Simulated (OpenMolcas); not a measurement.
Ba I: effect of the active space

```yaml
Program: OpenMolcas 26.06
Method: SS-CASPT2, IPEA 0.25 Eh, imaginary shift 0.1 Eh
Basis: ANO-RCC-VQZP
Scalar_Hamiltonian: DKH2, point nucleus
Spin-orbit_coupling: RASSI with atomic mean-field integrals over the reference wave functions, term energies averaged over their components
```

A. 2 electrons in 4 orbitals (6s 6p); 2S+1 = 3 even, 3 roots; 2S+1 = 1 even, 6 roots; 2S+1 = 3 odd, 3 roots; 2S+1 = 1 odd, 3 roots; closed shells correlated: 5s 5p; CASPT2 step roughly 6 core-seconds
B. 2 electrons in 8 orbitals (6s 6p 7s 7p); 2S+1 = 3 even, 1 root; 2S+1 = 1 even, 7 roots; 2S+1 = 3 odd, 3 roots; 2S+1 = 1 odd, 3 roots; closed shells correlated: 5s 5p; CASPT2 step roughly 10 core-seconds
C. 2 electrons in 9 orbitals (5d 6s 6p); 2S+1 = 3 even, 18 roots; 2S+1 = 1 even, 21 roots; 2S+1 = 3 odd, 18 roots; 2S+1 = 1 odd, 18 roots; closed shells correlated: 5s 5p; CASPT2 step roughly 100 core-seconds

Energies in eV above 6s² ¹S₀, the measured ground level; measured values from NIST Handbook of Basic Atomic Spectroscopic Data.

```tsv
Level	A	B	C	Measured
6s² ¹S₀	0.0000	0.0000	0.0000	0.0000
6s 6p ³P°₀	1.460	1.481	1.492	1.5208
6s 6p ³P°₁	1.495	1.516	1.516	1.5667
6s 6p ³P°₂	1.568	1.589	1.567	1.6756
6s 6p ¹P°₁	2.579	2.526	2.180	2.2392
```

Deviations, from unrounded energies. A percentage is the sum of absolute deviations over the sum of measured energies, with the sign that they share, or ± where signs differ.

```tsv
Against measurement	Levels	A	B	C
mean absolute deviation (cm-1)	4	1200	930	500
other configurations (%)	4	±8.3	±6.6	-3.5
```

C lies closest to measurement on these levels and A furthest from it. The largest miss of C in the table is 6s 6p ³P°₂, by -880 cm-1. The ranking rests on the paired levels alone, and a cruder setting can come out closer through cancelling errors.

Among A to C the level of the table that moves most is 6s 6p ¹P°₁, by 3200 cm-1 (lowest in C, highest in A). Moves below CASPT2's spread within the term are not significant.

Over all roots computed the reference weight is 0.88 to 0.94 in B, 0.88 to 0.93 in C; the roots of lowest weight are the least certain, and an intruder state may touch them. The run also gave levels led by 6s 7s, which use shells meant for correlation; these and all levels above them are left out (holds for B). Measured partners are found by configuration, term and J. A level has none where our copy of the source lacks it or the pairing is in doubt (some pairs that miss far off the trend of their configuration count as doubtful), and it then counts in no deviation. Levels of configurations outside the active space are missing. The table leaves out levels that lie high or whose names do not pair safely across all columns.

° marks odd parity.
